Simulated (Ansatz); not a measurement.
Calculated with Ansatz (gas phase, PBE0-D4/def2-TZVP geometries, no zero-point term in ΔE). CBS: MP2 limit from def2 TZ/QZ plus the TZ coupled-cluster correction, frozen cores. DFT in def2-TZVPP. B3LYP here is the variant with VWN-RPA as its local correlation; programs differ in this. For Ge outer-core shells are correlated without core-valence functions, which leaves a few kJ/mol of doubt a bond. Scalar relativity is left out up to krypton. One conformer a species, not always the lowest.

Reaction (isomerisation): `[OH][GeH]([SiH3])[SiH3]` → `O[SiH]([SiH3])[GeH3]`

```tsv
level	ΔE (kJ/mol)	difference from CCSD(T)/CBS
PBE0-D4	-47.7	-1.6
B3LYP-D4	-45.0	1.1
ωB97M-V	-45.4	0.7
B2PLYP	-43.3	2.8
r2SCAN	-48.0	-1.9
PBE0	-47.3	-1.2
HF/def2-TZVPP	-44.6	1.5
CCSD/def2-TZVPP	-43.9	2.2
CCSD(T)/def2-TZVPP	-43.1	3.0
MP2/CBS(def2)	-45.1	1.0
CCSD(T)/CBS	-46.1	0
```

Largest T1 diagnostic among the species: 0.013.
